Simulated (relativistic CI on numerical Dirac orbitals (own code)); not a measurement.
## Pd⁺: calculation against measurement

Computed by Dirac-Coulomb-Breit CI, KLI orbitals optimised for each configuration, model QED, valence Slater integrals scaled by 0.85, P86 correlation energy added to each configuration (own radial code, finite nucleus).

Configurations in the expansion (outside the closed core [Kr]): 4d9, 4d8.5s, 4d8.5p, 4d7.5s2, 4d8.6s, 4d8.5d, 4d8.6p, 4d7.5s.5p, 4d8.7s, 4d8.4f, 4d8.6d, 4d8.7p, 4d8.5f, 4d8.5g, 4d8.7d, 4d8.6f, 4d7.5s.6s, 4d7.5p2. Levels of other configurations are missing.

| Configuration | Term (tabulated) | J | Measured (cm⁻¹) | Computed | Error | Purity (%) |
| --- | --- | --- | --- | --- | --- | --- |
| 4d9 | 2D | 5/2 | 0.0 | 0 | 0 | 99 |
| 4d9 | 2D | 3/2 | 3539.2 | 3301 | -238 | 99 |
| 4d8.5s | 4F | 9/2 | 25084.3 | 25408 | 324 | 99 |
| 4d8.5s | 4F | 7/2 | 27097.1 | 27369 | 272 | 94 |
| 4d8.5s | 4F | 5/2 | 28929.4 | 29099 | 169 | 97 |
| 4d8.5s | 4F | 3/2 | 29948.2 | 30114 | 166 | 94 |
| 4d8.5s | 2F | 7/2 | 32280.5 | 32969 | 688 | 92 |
| 4d8.5s | 2F | 5/2 | 34424.7 | 35332 | 907 | 72 |
| 4d8.5p | 4D° | 7/2 | 65250.3 | 63244 | -2006 | 91 |
| 4d8.5p | 4D° | 5/2 | 67964.6 | 65768 | -2197 | 89 |
| 4d8.5p | 4D° | 3/2 | 70122.3 | 67768 | -2355 | 93 |
| 4d8.5p | 4D° | 1/2 | 71181.7 | 68802 | -2380 | 94 |
| 4d8.5p | 2D° | 5/2 | 83805.4 | 83199 | -606 | 72 |
| 4d8.5p | 2D° | 3/2 | 84375.5 | 84109 | -267 | 92 |
| 4d8.5p | 2F° | 7/2 | 86046.0 | 84731 | -1315 | 85 |
| 4d8.5p | 2F° | 5/2 | 87123.0 | 85620 | -1503 | 93 |
| 4d8.5p | 2P° | 1/2 | 88041.5 | 87501 | -541 | 92 |

Measured levels from NIST Handbook of Basic Atomic Spectroscopic Data (Sansonetti and Martin, J. Phys. Chem. Ref. Data 34, 1559 (2005)); pairs were made by configuration, J and term (by order where the table uses no LS term), so strongly mixed levels may be paired wrongly.

Mean error by configuration (cm⁻¹): 4d9 -238; 4d8.5s 421; 4d8.5p -1463. Over the excited levels the mean absolute error is 996 cm⁻¹ (16 of the 36 excited levels that our extract of the source holds in range could be paired, and the others can miss by more), and the median relative error of those above 1,000 cm⁻¹ is 1.6 %.

Transition probabilities of persistent lines. The last column rescales the computed rate by the cube of measured over computed energy:

| λ measured (Å) | Lower | Upper | A tabulated (s⁻¹) | A computed | A rescaled |
| --- | --- | --- | --- | --- | --- |
| 1162.17 vacuum | 4d9 2D_5/2 | 4d8.5p 2F°_7/2 | 3.36e+08 | 3.08e+08 | 3.23e+08 |
| 1183.40 vacuum | 4d9 2D_3/2 | 4d8.5p 2P°_1/2 | 1.39e+09 | 1.17e+09 | 1.19e+09 |
| 1196.41 vacuum | 4d9 2D_3/2 | 4d8.5p 2F°_5/2 | 6.62e+08 | 4.88e+08 | 5.11e+08 |
| 1237.07 vacuum | 4d9 2D_3/2 | 4d8.5p 2D°_3/2 | 3.97e+08 | 2.73e+08 | 2.73e+08 |
